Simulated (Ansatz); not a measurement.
CH$_{6}$BFSn (`C[B](F)[SnH3]`). The species carries charge 0 and has multiplicity 1. Sn: def2 effective core potential. The geometry is a stationary point of PBE0-D4/def2-TZVP.

```xyz
10

C    -0.393   -1.185    1.144
B    -0.414    0.289    0.647
F    -1.011    1.218    1.383
Sn    0.532    0.971   -1.314
H    -0.876   -1.832    0.403
H     0.641   -1.544    1.210
H    -0.882   -1.324    2.111
H     0.373    2.650   -1.588
H     2.202    0.596   -1.350
H    -0.172    0.160   -2.646
```

Q: What is the dipole moment at B3LYP/def2-TZVPP? (Best estimate.)

A: The calculation gave: 1.60 D, with components (-0.11, -1.43, 0.72) D in this frame, pointing from negative to positive charge.

Q: And with PBE, r2SCAN, ωB97M-V? (An estimate is asked.)

A: Computed: PBE 1.62 D, r2SCAN 1.65 D, ωB97M-V 1.57 D.

Q: Give the Mulliken charges with B3LYP, ωB97M-V, PBE in def2-TZVPP. (Best estimate.)

A: Computed: 
```json
{"atom": "C1", "B3LYP": "-0.30", "ωB97M-V": "-0.34", "PBE": "-0.33"}
{"atom": "B2", "B3LYP": "0.20", "ωB97M-V": "0.21", "PBE": "0.16"}
{"atom": "F3", "B3LYP": "-0.21", "ωB97M-V": "-0.20", "PBE": "-0.16"}
{"atom": "Sn4", "B3LYP": "0.38", "ωB97M-V": "0.24", "PBE": "0.33"}
{"atom": "H5", "B3LYP": "0.11", "ωB97M-V": "0.13", "PBE": "0.12"}
{"atom": "H6", "B3LYP": "0.11", "ωB97M-V": "0.13", "PBE": "0.12"}
{"atom": "H7", "B3LYP": "0.11", "ωB97M-V": "0.12", "PBE": "0.11"}
{"atom": "H8", "B3LYP": "-0.13", "ωB97M-V": "-0.09", "PBE": "-0.12"}
{"atom": "H9", "B3LYP": "-0.14", "ωB97M-V": "-0.10", "PBE": "-0.12"}
{"atom": "H10", "B3LYP": "-0.13", "ωB97M-V": "-0.10", "PBE": "-0.12"}
```

B3LYP here is the variant with VWN-RPA as its local correlation; programs differ in this.
